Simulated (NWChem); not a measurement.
System: C2H6N, doublet; SMILES C(C)[NH]

The following NWChem deck was run.

```
start job
memory heap 200 mb stack 900 mb global 1100 mb
geometry units angstroms
  C     -1.239009     0.209479    -0.144756
  C      0.129839    -0.451213    -0.243115
  N      1.110467     0.287588     0.415821
  H     -1.987385    -0.383167    -0.664973
  H     -1.201317     1.202709    -0.583421
  H     -1.525258     0.311268     0.898194
  H      0.078152    -1.484794     0.157872
  H      0.398911    -0.602109    -1.309191
  H      2.022569    -0.159378     0.344311
end
basis spherical
  C library def2-svp
  N library def2-svp
  H library def2-svp
end
dft
  odft
  mult 2
  xc xpbe96 cpbe96
  iterations 150
end
driver
  maxiter 150
  linopt 0
end
task dft optimize
```

NWChem printed, in part:

```
             Northwest Computational Chemistry Package (NWChem) 7.3.0
             --------------------------------------------------------

 CS  symmetry detected

                             Geometry "geometry" -> ""
                             -------------------------

 Output coordinates in angstroms (scale by  1.889725989 to convert to a.u.)

  No.       Tag          Charge          X              Y              Z
 ---- ---------------- ---------- -------------- -------------- --------------
    1 C                    6.0000     0.24983075    -1.19769651     0.00000000
    2 C                    6.0000    -0.49572185     0.13049195     0.00000000
    3 N                    7.0000     0.37850509     1.21556434     0.00000000
    4 H                    1.0000    -0.45083235    -2.02895632     0.00000000
    5 H                    1.0000     0.88388662    -1.26459209     0.87960045
    6 H                    1.0000     0.88388662    -1.26459209    -0.87960045
    7 H                    1.0000    -1.18203846     0.17649020    -0.87096110
    8 H                    1.0000    -1.18203846     0.17649020     0.87096110
    9 H                    1.0000    -0.12705297     2.09943706     0.00000000

 Effective nuclear repulsion energy (a.u.)      76.3913354611

      Symmetry information
      --------------------

 Group name             Cs
 Group number              2
 Group order               2
 No. of unique centers     7

                                Z-matrix (autoz)
                                --------

 Units are Angstrom for bonds and degrees for angles

[...]

      ----------------------
      Optimization converged
      ----------------------

  Step       Energy      Delta E   Gmax     Grms     Xrms     Xmax
  ---- ---------------- -------- -------- -------- -------- --------
@    5    -134.22101445 -4.5D-07  0.00002  0.00001  0.00032  0.00065
                                     ok       ok       ok       ok

                                Z-matrix (autoz)
                                --------

 Units are Angstrom for bonds and degrees for angles

      Type          Name      I     J     K     L     M      Value     Gradient
      ----------- --------  ----- ----- ----- ----- ----- ---------- ----------
    1 Stretch                  1     2                       1.52678   -0.00002
    2 Stretch                  1     4                       1.10860   -0.00001
    3 Stretch                  1     5                       1.10851   -0.00001
    4 Stretch                  1     6                       1.10851   -0.00001
    5 Stretch                  2     3                       1.43422    0.00002
    6 Stretch                  2     7                       1.12446   -0.00001
    7 Stretch                  2     8                       1.12446   -0.00001
    8 Stretch                  3     9                       1.04155   -0.00001
    9 Bend                     1     2     3               112.71964    0.00001
   10 Bend                     1     2     7               110.18945   -0.00000
   11 Bend                     1     2     8               110.18945   -0.00000
   12 Bend                     2     1     4               111.48512   -0.00000
   13 Bend                     2     1     5               110.47042    0.00001
   14 Bend                     2     1     6               110.47042    0.00001
   15 Bend                     2     3     9               106.02973   -0.00000
   16 Bend                     3     2     7               110.33487    0.00001
   17 Bend                     3     2     8               110.33487    0.00001
   18 Bend                     4     1     5               108.38858    0.00000
   19 Bend                     4     1     6               108.38858    0.00000
   20 Bend                     5     1     6               107.51488   -0.00001
   21 Bend                     7     2     8               102.61388   -0.00002
   22 Torsion                  1     2     3     9         180.00000   -0.00000
   23 Torsion                  3     2     1     4         180.00000    0.00000
   24 Torsion                  3     2     1     5          59.41596   -0.00000
   25 Torsion                  3     2     1     6         -59.41596    0.00000
   26 Torsion                  4     1     2     7         -56.26372    0.00002
   27 Torsion                  4     1     2     8          56.26372   -0.00002
   28 Torsion                  5     1     2     7        -176.84776    0.00001
   29 Torsion                  5     1     2     8         -64.32032   -0.00002
   30 Torsion                  6     1     2     7          64.32032    0.00002
   31 Torsion                  6     1     2     8         176.84776   -0.00001
   32 Torsion                  7     2     3     9          56.34422   -0.00001
   33 Torsion                  8     2     3     9         -56.34422    0.00001

                         Geometry "geometry" -> "geometry"
                         ---------------------------------

 Output coordinates in angstroms (scale by  1.889725989 to convert to a.u.)

[...]
```

Level: PBE/def2-SVP, spin-unrestricted. In the optimisation the excess spin sits in a" (Cs, its own frame). No stability test was run on the SCF state.
